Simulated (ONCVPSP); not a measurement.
## V (Z = 23): one change to an ONCV potential, before and after

```
Element                 : V (Z = 23)
Generator               : ONCVPSP 4.0.1
Type                    : optimised norm-conserving Vanderbilt (ONCV)
Functional              : PBE
Relativity              : scalar-relativistic
Frozen core             : [Ne]
Valence charge          : 13
Reference configuration : 3s2 3p6 3d3 4s1 4p1
Partial waves           : 3s+4s: rc 1.50 bohr, ncon 4, nbas 9, qcut 9 1/bohr, 2 projectors; 3p+4p: rc 1.40 bohr, ncon 5, nbas 8, qcut 12.4 1/bohr, 2 projectors; 3d: rc 1.25 bohr, ncon 5, nbas 10, qcut 10.2 1/bohr, 3 projectors, debl 3.4 Ha
Local potential         : polynomial inside 1.10 bohr (lpopt 3, dvloc0 0 Ha)
Core correction         : none
```

Change: s: qcut 6.9; p: qcut 9.4; d: qcut 7.8.

Cutoffs: the cutoffs (Ha) at which the residual kinetic energy of the hardest occupied pseudo-wave falls to 1 and 0.1 mHa per electron; they do not see the model core or the augmentation charge, which bear on the density cutoff. Errors are all-electron minus pseudo energies relative to the spin-unpolarised reference configuration.

Question: How do hardness, ghosts and transferability respond?

Answer: The potential gets harder (49 Ha and 145 Ha → 215 Ha and 246 Ha); of the 4 tests that both files solve, the error grows in 1 and shrinks in 0 by more than 15 % and 0.3 meV (median size 0.2 → 0.5 meV); neither file shows a bound ghost.

```csv
quantity,base,changed
"cutoff, loose",49 Ha,215 Ha
"cutoff, tight",145 Ha,246 Ha
loose cutoff by channel,"s 25 Ha, p 40 Ha, d 49 Ha","s 18 Ha, p 22 Ha, d 215 Ha"
bound ghosts,none,none
GHOST(+) flags under 300 eV,none,none
"error for 3s2 3p6 3d3 4s2 4p0, meV [ΔE -3.35 eV]",+0.6,+0.5
"error for 3s2 3p6 3d3 4s1 4p0, meV [ΔE 4.39 eV]",0.0,-0.2
"error for 3s2 3p6 3d3 4s0 4p0, meV [ΔE 18.68 eV]",0.0,-0.5
"error for 3s2 3p6 3d3.5 4s1.5 4p0, meV [ΔE -3.29 eV]",+0.3,+0.5
s: phases at 1.52 bohr within 0.05 rad from the reference energy up to (Ha; the scan ends near 5),to the end of the scan,to the end of the scan
p: phases at 1.43 bohr within 0.05 rad from the reference energy up to (Ha; the scan ends near 5),to the end of the scan,to the end of the scan
d: phases at 1.27 bohr within 0.05 rad from the reference energy up to (Ha; the scan ends near 5),to the end of the scan,to the end of the scan
```
